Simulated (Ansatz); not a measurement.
Species: CsLi (charge 0, singlet). SMILES: [Li][Cs]
Structure (B3LYP-D3(BJ)/def2-TZVP (Ansatz, a program for electronic structure) minimum search):
```xyz
2

Li     0.0000     0.0000    -3.5534
Cs     0.0000     0.0000     0.1938
```

Parts of the frozen-core correlation energy in def2-TZVPPD (Ansatz, hartree). Frozen orbitals: 5; correlated occupied orbitals by spin: 1 and 1; virtual: 55 and 55. No spin-orbit coupling. Past Kr the def2 sets carry scalar-relativistic core potentials. The restricted reference is unstable.

| term | value |
|---|---|
| reference (HF) | -27.28652 |
| MP2 opposite-spin | [?] |
| MP2 same-spin | 0.00000 |
| CCSD correlation | [?] |
| (T) | [?] |
| T1 diagnostic | 0.032 |
| largest doubles amplitude | 0.082 |

Fill in the missing entries.


- MP2 opposite-spin, value: -0.01691
- CCSD correlation, value: -0.02740
- (T), value: 0.00000
